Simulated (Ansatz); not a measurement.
Pulling on the As1–H2 bond in AsH3 (SMILES [AsH3]) (multiplicity 1 held, fragments rigid). Energies count from the point at 1.525 Å.
Geometry at that point (charge 0, multiplicity 1):
```json
[
 {"atom": "As", "x (Å)": "0.0004", "y (Å)": "0.0004", "z (Å)": "0.0708"},
 {"atom": "H", "x (Å)": "-0.2814", "y (Å)": "1.2323", "z (Å)": "-0.7831"},
 {"atom": "H", "x (Å)": "-0.9371", "y (Å)": "-0.8619", "z (Å)": "-0.7681"},
 {"atom": "H", "x (Å)": "1.2044", "y (Å)": "-0.3827", "z (Å)": "-0.7836"}
]
```

Restricted levels (R-, RO-) in cc, def2 and unpolarised 6-31G sets keep to the state of the molecule at rest. U- levels take the lowest unrestricted solution at each point, which mixes spins at long bonds. Active spaces are followed from a long bond inwards. Full CI gives the lowest state of the spin. Curves can end on different states.

Cores are frozen in the correlated methods. Filled d and f shells under p-block atoms count as core.

Programs: Ansatz (a first-principles code) with Gaussian orbitals. Each number belongs to the level named beside it.

Energies in kcal/mol.

```
R (Å)  R-SCS-MP2/6-31G  U-SCS-MP2/6-31G  CASSCF(2,2)/6-31G  FCI/6-31G
-----  ---------------  ---------------  -----------------  ---------
1.220             33.3             33.3               34.1       34.3
1.373              6.9              6.9                7.5        7.5
1.525              0.0              0.0                0.0        0.0
1.678              2.9              2.9                2.1        2.1
1.830             10.6             10.6                8.6        8.6
2.059             25.4             29.6               21.1       21.2
2.288             40.6             46.5               33.2       33.4
2.669             62.8             57.1               48.5       48.9
3.050             78.5             60.3               56.9       57.5
3.508             88.5             61.4               60.9       61.8
4.118             87.9             61.8               62.3       63.4
4.881             71.2             61.9               62.6       63.7
```

Doubts at one or more of the structures used: a restricted determinant that unrestricted orbitals would lower (R-SCS-MP2/6-31G); a spin-contaminated determinant (U-SCS-MP2/6-31G).
